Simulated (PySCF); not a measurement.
**An isoelectronic set: 55 electrons**

r²SCAN in PySCF with x2c-SVPall on every atom, spin-free X2C, for the lowest determinant that a PBE0 search found; no spin–orbit coupling. All have 55 electrons, 7 of them in the valence shells, and the same state, a quartet (σ ↑, π ↑↑). For ions De leads to the atom and ion picked by measured ionisation energies and electron affinities.

```json
{"species": "InC", "difference of nuclear charges": "43", "Re (Å)": "2.204", "ωe (cm⁻¹)": "488", "k (mdyn/Å)": "1.52", "De (eV)": "3.13", "dissociates to": "In + C", "Mayer bond order": "1.16"}
{"species": "SnB", "difference of nuclear charges": "45", "Re (Å)": "2.181", "ωe (cm⁻¹)": "574", "k (mdyn/Å)": "1.95", "De (eV)": "2.99", "dissociates to": "Sn + B", "Mayer bond order": "1.85"}
{"species": "BeSb", "difference of nuclear charges": "47", "Re (Å)": "2.414", "ωe (cm⁻¹)": "457", "k (mdyn/Å)": "1.03", "De (eV)": "1.39", "dissociates to": "Be + Sb", "Mayer bond order": "1.20"}
{"species": "SnC⁺", "difference of nuclear charges": "44", "Re (Å)": "2.127", "ωe (cm⁻¹)": "600", "k (mdyn/Å)": "2.31", "De (eV)": "2.94", "dissociates to": "Sn⁺ + C", "Mayer bond order": "1.45"}
```

(1) Which member of the whole set has the stiffest bond, and how does it compare with the softest?

Spin–orbit coupling is left out, which matters for elements this heavy, above all for dissociation energies. For an ion De counts to the pair picked by the measured ionisation energies or electron affinities, which need not be the lowest pair at this level. States were picked by a PBE0 search and need not be the measured ground states.

## Answers

(1) SnC⁺ with k = 2.31 mdyn/Å, 2.2 times that of BeSb.
